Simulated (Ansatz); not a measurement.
Program: Ansatz. Geometries: PBE0-D4/def2-TZVP. ΔE: electronic, gas phase. CCSD(T)/CBS adds triple-zeta CCSD(T) − MP2 to the extrapolated MP2 energy (def2 sets, frozen cores). DFT in def2-TZVPP. B3LYP here is the variant with VWN-RPA as its local correlation; programs differ in this. One conformer a species, not always the lowest.

Consider the isomerisation: `O[SiH2]S[SiH3]` → `O[SiH]([SiH3])S`.

`O[SiH2]S[SiH3]`:

Cartesian coordinates in Å:
```
O -0.777 -0.831 1.604
Si -1.231 0.461 0.696
S 0.429 1.483 -0.168
Si 1.287 -0.182 -1.209
H -0.146 -0.675 2.309
H -2.111 -0.108 -0.346
H -1.923 1.503 1.494
H 2.120 0.382 -2.299
H 2.141 -0.995 -0.309
H 0.211 -1.037 -1.771
```

`O[SiH]([SiH3])S`:

Cartesian coordinates in Å:
```
O 0.972 -0.330 -1.632
Si -0.094 -0.496 -0.386
Si 0.701 0.859 1.342
S -2.075 0.160 -0.894
H 0.700 -0.649 -2.495
H -0.241 -1.924 0.007
H -0.070 0.565 2.579
H 0.512 2.288 0.979
H 2.144 0.606 1.596
H -2.549 -1.079 -1.096
```

```tsv
level	ΔE (kcal/mol)	difference from CCSD(T)/CBS
PBE-D4	13.3	-3.1
r2SCAN-D4	15.7	-0.7
PBE0-D4	14.5	-1.9
B3LYP-D4	15.3	-1.1
ωB97X-V	15.7	-0.7
ωB97M-V	17.0	0.6
B2PLYP	16.2	-0.2
PBE	13.0	-3.4
r2SCAN	15.7	-0.7
PBE0	14.3	-2.1
B3LYP	14.8	-1.6
HF/def2-TZVPP	17.9	1.5
MP2/def2-TZVPP	18.4	2.0
SCS-MP2/def2-TZVPP	18.0	1.6
CCSD/def2-TZVPP	16.0	-0.4
CCSD(T)/def2-TZVPP	16.0	-0.4
HF/def2-QZVPP	18.0	1.6
MP2/def2-QZVPP	18.7	2.3
SCS-MP2/def2-QZVPP	18.3	1.9
HF/CBS(def2)	18.0	1.6
MP2/CBS(def2)	18.8	2.4
CCSD/CBS(def2)	16.4	0.0
CCSD(T)/CBS	16.4	0
```

Largest T1 diagnostic among the species: 0.012.

From PBE to PBE0 (25 % exact exchange), in def2-TZVPP and without D4, ΔE moves by +1.3 kcal/mol.
